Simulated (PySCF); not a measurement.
Input file for PySCF: R-HF/STO-3G on H3OSb (SMILES [OH][SbH2]), a point of a bond scan (R = 1.059 Å).

```python
from pyscf import gto, scf, dft, mp
from pyscf.data.elements import chemcore

mol = gto.M(
    atom='''
    Sb   -0.13991851   -0.18850357    0.17284294
    H    -1.57925916   -0.00123820   -0.74909475
    H     0.34632779   -1.50101127   -0.82596986
    O     0.87678159    1.17036346   -0.87102850
    H     1.40229673    1.81128982   -0.21176441
    ''',
    basis='sto-3g',
    charge=0, spin=0, verbose=3, max_memory=1800)
mf = scf.RHF(mol)
mf.conv_tol = 1e-8
mf.max_cycle = 100
mf.kernel()
if not mf.converged:
    mf = mf.newton().run(mf.mo_coeff, mf.mo_occ)
```

Problem. Predict the final total energy.

Solution. -6326.9103 hartree.
